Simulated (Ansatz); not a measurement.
The pair A = CH4 (SMILES C) (first 5 atoms), B = CH3Cl (SMILES CCl); geometry from B3LYP-D3(BJ)/def2-TZVP.
(charge 0, multiplicity 1):
```xyz
10

C      0.086     0.023    -0.021
H      1.158    -0.173     0.001
H     -0.193     0.624     0.844
H     -0.163     0.561    -0.934
H     -0.457    -0.921     0.000
C      0.808    -0.849     3.457
Cl    -0.094     0.640     3.894
H      1.723    -0.557     2.952
H      1.030    -1.392     4.371
H      0.184    -1.444     2.798
```

Frozen-core correlation. MP2 and its Hartree–Fock in aug-cc-pV(T+d)Z are density fitted.

The values were computed with Ansatz (Gaussian orbitals). Each number belongs to the level named beside it.

The counterpoise-corrected interaction energy is E(AB) − E(A in the pair's basis) − E(B in the pair's basis). Total energies (hartree):

```csv
level,AB,A in the pair's basis,B in the pair's basis
HF/aug-cc-pV(D+d)Z,-539.3232772,-40.1998274,-499.1243758
MP2/aug-cc-pV(D+d)Z,-539.8006491,-40.3680494,-499.4313347
HF/aug-cc-pV(T+d)Z,-539.3623755,-40.2135875,-499.1497264
MP2/aug-cc-pV(T+d)Z,-539.9469936,-40.4145215,-499.5309044
CCSD(T)/aug-cc-pV(D+d)Z,-539.8697698,-40.3958889,-499.4726629
```

Work out the counterpoise-corrected interaction energy at the basis-set limit: extrapolate the MP2 correlation part as X⁻³, take Hartree–Fock from the larger set, and add the CCSD(T) − MP2 difference of aug-cc-pV(D+d)Z.


1. Differences (1 hartree = 627.509 kcal/mol): HF/aug-cc-pV(D+d)Z 0.581; MP2/aug-cc-pV(D+d)Z -0.794; HF/aug-cc-pV(T+d)Z 0.589; MP2/aug-cc-pV(T+d)Z -0.984; CCSD(T)/aug-cc-pV(D+d)Z -0.764.
2. Correlation parts, MP2 less HF: -1.375 in aug-cc-pV(D+d)Z (X = 2), -1.573 in aug-cc-pV(T+d)Z (X = 3).
3. Limit (3³·(-1.573) − 2³·(-1.375))/(3³ − 2³) = -1.656; with HF/aug-cc-pV(T+d)Z it gives -1.067.
4. CCSD(T) less MP2 in aug-cc-pV(D+d)Z: 0.029.
Result: -1.04 kcal/mol, against -0.79 at MP2/aug-cc-pV(D+d)Z. It is an estimate of this method's limit, not of the exact value.

Ansatz is a quantum-chemistry and plane-wave program.
